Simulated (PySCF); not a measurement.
PBE0 on Sn- (tin, charge -1), [Kr] 4d10 5s2 5p3, high-spin 4S determinant. Computed with PySCF 2.14 in aug-cc-pVTZ-PP with ECP28MDF (6s5p4d2f, 55 functions), with a scalar-relativistic core potential.

```
cycle= 1 E= -214.310370369005  delta_E= -0.00511  |g|= 0.0208  |ddm|= 0.386
cycle= 2 E= -214.310575964333  delta_E= -0.000206  |g|= 0.00868  |ddm|= 0.0885
cycle= 3 E= -214.310597498471  delta_E= -2.15e-05  |g|= 0.00139  |ddm|= 0.0168
cycle= 4 E= -214.310598479441  delta_E= -9.81e-07  |g|= 0.000686  |ddm|= 0.00569
cycle= 5 E= -214.310598838992  delta_E= -3.6e-07  |g|= 1.69e-05  |ddm|= 0.00207
cycle= 6 E= -214.31059883943  delta_E= -4.38e-10  |g|= 1.84e-06  |ddm|= 0.00017
converged SCF energy = -214.31059883943  <S^2> = 3.7514184  2S+1 = 4.0007092
```

Highest occupied orbital energy: 0.289 eV; ⟨L²⟩ = 0.00; populations by l: s 4.00, p 9.00, d 10.00, f 0.00.

(1) Can this result be used?

## Answers

(1) With care. The calculation finished and met its thresholds. Energies and moments cover only the electrons outside the core potential. At PBE0 the highest occupied level has a positive energy, so only the finite basis holds that electron; in a semilocal or global hybrid functional this comes from self-interaction and does not mean that the real anion is unbound.
